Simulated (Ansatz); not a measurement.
Which isomer of CH11NSi3 gives these data?

These gas-phase data were calculated for one isomer of CH11NSi3 at r2SCAN-D4/def2-SVP (harmonic, unscaled wavenumbers; equilibrium rotational constants with average atomic masses):

* rotational constants: 3.25, 1.264, 1.054 GHz
* all wavenumbers above 1500 cm⁻¹: 3566, 3139, 3136, 3030, 2225, 2216, 2208, 2208, 2205, 2184, 2162

Candidates:

(1) `C[SiH2]N[SiH2][SiH3]`, a singlet
(2) `[SiH3]C[SiH2]N[SiH3]`, a singlet
(3) `C[SiH2]N([SiH3])[SiH3]`, a singlet

Problem. Which structure fits?

Solution. Candidate (1). The band at 3566 cm⁻¹ lies where the N–H stretch is expected; (3) has no mode between 3250 and 3800 cm⁻¹. 7 modes lie between 2000 and 2380 cm⁻¹, one for each Si–H bond, while (2) has 8.

The same quantities for all candidates:

|  | rotational constants (GHz) | wavenumbers above 1500 cm⁻¹ | E above the lowest, r2SCAN-D4/def2-SVP (kcal/mol) |
| --- | --- | --- | --- |
| (1) | 3.25, 1.264, 1.054 | 3566, 3139, 3136, 3030, 2225, 2216, 2208, 2208, 2205, 2184, 2162 | 11.4 |
| (2) | 7.494, 0.783, 0.7534 | 3575, 3100, 3033, 2240, 2225, 2220, 2218, 2216, 2211, 2206, 2189 | 11.9 |
| (3) | 2.641, 1.752, 1.214 | 3144, 3139, 3033, 2223, 2223, 2219, 2211, 2211, 2207, 2205, 2203 | 0.0 |

Harmonic stretches to hydrogen usually lie a few per cent above observed fundamentals. Each candidate is one conformer. Programs: Ansatz 0.2.0.
